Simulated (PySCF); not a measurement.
TeCl, SMILES Cl[Te], multiplicity 2. Geometry: B3LYP-D3(BJ)/def2-TZVP. The spin state was assumed, not searched. The def2 effective core potentials stand for the cores of Te; spin–orbit coupling is left out.

All values below come from B3LYP-D3(BJ)/def2-TZVP (PySCF).

Harmonic wavenumbers (cm⁻¹): 374. Rotational constants (GHz): 3.327 (linear); symmetry number 1.

**Question.** Work out the zero-point energy and the ideal-gas rigid-rotor harmonic-oscillator thermochemistry at 298.15 K and 1 atm.

**Answer.** ZPE = ½ Σ hcν = ½ × 374 cm⁻¹ = 2.24 kJ/mol. H − E(el) = 11.79 kJ/mol. Entropy in J/(mol K): translation 172.28, rotation 70.94, vibration 4.45, spin 5.76, total 253.43. G − E(el) = -63.77 kJ/mol. Cp = 35.48 J/(mol K).
